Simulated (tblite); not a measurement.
Species: CH₈F₂SeSi₃.
SMILES with atom numbers: `[F:1][SiH2:2][C@H:3]([F:4])[SiH2:5][Se:6][SiH3:7]` (hydrogens: H8, H9 on Si2; H10 on C3; H11, H12 on Si5; H13, H14, H15 on Si7)

Computed with GFN2-xTB (tblite), gas phase: L-BFGS steps from a force-field or distance-geometry start until the largest atomic force falls under 0.01 eV/Å.

Geometry at step 15:
```
atom  x, y, z in Å
F1     -2.7231    0.3223   -2.1092
Si2    -2.9173    0.0926   -0.5244
C3     -1.3597   -0.8641    0.0237
F4     -1.2288   -0.8108    1.4119
Si5     0.2524   -0.1948   -0.7845
Se6     1.2784    1.1869    0.6856
Si7     3.2520    0.1598    1.1763
H8     -4.1493   -0.6705   -0.4547
H9     -2.9126    1.4097    0.0744
H10    -1.4553   -1.9302   -0.1891
H11     1.1363   -1.2895   -1.1844
H12    -0.0524    0.6549   -1.9251
H13     4.2012    1.2532    1.3202
H14     3.5666   -0.7136    0.0512
H15     3.1073   -0.6092    2.4063
```

**Question.** What forces act on the atoms?

**Answer.** 
```tsv
atom	Fx (eV/Å)	Fy (eV/Å)	Fz (eV/Å)
F1	0.021	-0.040	-0.027
Si2	-0.061	0.084	0.002
C3	0.043	-0.063	-0.016
F4	-0.064	0.051	0.070
Si5	0.134	0.074	-0.132
Se6	-0.010	0.113	0.112
Si7	0.014	-0.036	0.007
H8	-0.012	-0.051	0.089
H9	-0.051	0.075	0.042
H10	-0.026	-0.109	-0.126
H11	0.005	-0.044	0.062
H12	-0.049	-0.030	-0.089
H13	0.033	-0.001	0.010
H14	0.036	-0.018	-0.025
H15	-0.010	-0.006	0.021
```

The largest, 0.20 eV/Å, acts on Si5; the rms over all components is 0.061 eV/Å. The forces sum to zero within rounding, as they must for an isolated molecule in no field.

**Question.** Give the force on Si5 in Eh/bohr and in nN.

**Answer.** 0.202 eV/Å ÷ 51.422 = 0.00393 Eh/bohr, and 0.202 eV/Å × 1.602 = 0.32 nN.

**Question.** How far is this geometry from the end of the optimisation?

**Answer.** 0.184 eV above it, and 1.331 Å rms away after alignment. The bonds farthest from their final lengths, with half the difference of the two atoms' forces along the bond (positive lengthens):

```
   bond  now (Å)  final (Å)  force along bond (eV/Å)
Se6–Si7    2.278      2.306                    +0.03
  C3–F4    1.395      1.404                    +0.04
Si5–Se6    2.263      2.270                    +0.06
 Si2–H9    1.447      1.452                     0.00
 C3–H10    1.091      1.095                    +0.04
 Si2–C3    1.908      1.912                    +0.08
```

The angle farthest from its final value is Si2–C3–Si5, 112.9° against 117.1°.

The cost below is that of the whole relaxation. The run took 3.4 s on one thread, Arm Neoverse N1 (aarch64), no GPU, shared host with 64 logical CPUs at a one-minute load of 59.
